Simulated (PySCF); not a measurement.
**Working with the constants of SiNi**

PBE constants of SiNi, ¹Σ⁺ (singlet), closed shell (basis Si def2-TZVPP, Ni def2-TZVPP; no relativity; PySCF 2.14; masses 27.9769 and 57.9353 u):

| Property | Result |
| --- | --- |
| ωe | 484.9 cm⁻¹ |
| ωexe | 1.66 cm⁻¹ |
| Be | 0.21595 cm⁻¹ |
| αe | 0.00108 cm⁻¹ |
| D (centrifugal) | 1.71e-07 cm⁻¹ |

Q: Give the band origin of the fundamental and the first lines of its P and R branches.

A: ν0 = ωe − 2ωexe = 481.6 cm⁻¹, B0 = 0.21541, B1 = 0.21433 cm⁻¹.

```csv
J″,P(J″) − ν0,R(J″) − ν0
0,,0.429
1,-0.431,0.855
2,-0.864,1.279
3,-1.299,1.702
4,-1.736,2.122
5,-2.176,2.539
6,-2.617,2.955
```

Q: Near which J would the R branch turn back, without centrifugal distortion?

A: At J ≈ (B0 + B1)/(2(B0 − B1)) − 1 ≈ 200.

De is left out where the level can put another filling of the metal’s s and d shells below the measured ground configuration, by anything from nothing to about 1 eV.
